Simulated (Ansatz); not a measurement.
Consider the cleavage of the Si–Si bond: `O[SiH2][SiH2]F` + `N=C=O` → `O=C=N[SiH2]O` + `F[SiH3]`.

Isolated molecules relaxed with PBE0-D4/def2-TZVP in Ansatz; ΔE leaves out vibrations. CCSD(T)/CBS adds triple-zeta CCSD(T) − MP2 to the extrapolated MP2 energy (def2 sets, frozen cores). This one scheme is used for every species. DFT in def2-TZVPP. B3LYP here is the variant with VWN-RPA as its local correlation; programs differ in this. One conformer a species, not always the lowest.

`O[SiH2][SiH2]F`:

Cartesian coordinates in Å:
```
O -0.315 -0.322 1.877
Si -0.853 0.063 0.362
Si 1.069 0.026 -0.986
F 0.634 0.381 -2.493
H -0.954 -0.359 2.590
H -1.498 1.408 0.333
H -1.865 -0.917 -0.128
H 1.711 -1.314 -1.003
H 2.071 1.035 -0.554
```

`N=C=O`:

Cartesian coordinates in Å:
```
N -0.058 -0.715 0.269
C 0.138 0.464 0.087
O 0.378 1.599 0.044
H -0.458 -1.348 -0.400
```

`O=C=N[SiH2]O`:

```xyz
8

O    -1.206   -1.165   -2.736
C    -0.913   -0.672   -1.724
N    -0.654   -0.176   -0.668
Si    0.217    0.626    0.566
O     1.339   -0.350    1.245
H     0.964    1.755   -0.022
H    -0.792    1.068    1.555
H     1.044   -1.086    1.783
```

`F[SiH3]`:

```xyz
5

F     1.407    0.127   -0.661
Si   -0.036   -0.003    0.017
H     0.113    0.209    1.476
H    -0.561   -1.361   -0.261
H    -0.923    1.028   -0.571
```

| level | ΔE (kcal/mol) | difference from CCSD(T)/CBS |
| --- | --- | --- |
| PBE-D4 | -23.4 | 6.0 |
| r2SCAN-D4 | -27.8 | 1.6 |
| PBE0-D4 | -25.8 | 3.6 |
| B3LYP-D4 | -28.6 | 0.8 |
| ωB97X-V | -28.3 | 1.1 |
| ωB97M-V | -29.8 | -0.4 |
| B2PLYP | -30.3 | -0.9 |
| PBE | -23.6 | 5.8 |
| r2SCAN | -27.8 | 1.6 |
| PBE0 | -26.0 | 3.4 |
| B3LYP | -28.9 | 0.5 |
| HF/def2-TZVPP | -35.0 | -5.6 |
| MP2/def2-TZVPP | -32.3 | -2.9 |
| SCS-MP2/def2-TZVPP | -32.5 | -3.1 |
| CCSD/def2-TZVPP | -30.4 | -1.0 |
| CCSD(T)/def2-TZVPP | -29.7 | -0.3 |
| HF/def2-QZVPP | -35.3 | -5.9 |
| MP2/def2-QZVPP | -32.2 | -2.8 |
| SCS-MP2/def2-QZVPP | -32.4 | -3.0 |
| HF/CBS(def2) | -35.3 | -5.9 |
| MP2/CBS(def2) | -32.0 | -2.6 |
| CCSD/CBS(def2) | -30.0 | -0.6 |
| CCSD(T)/CBS | -29.4 | 0 |

Largest T1 diagnostic among the species: 0.018.

From PBE to PBE0 (25 % exact exchange), in def2-TZVPP and without D4, ΔE moves by −2.4 kcal/mol. In def2-TZVPP, CCSD(T) changes the Hartree–Fock value by +5.4 kcal/mol (the triples alone add +0.7 kcal/mol) and MP2 by +2.8 kcal/mol.
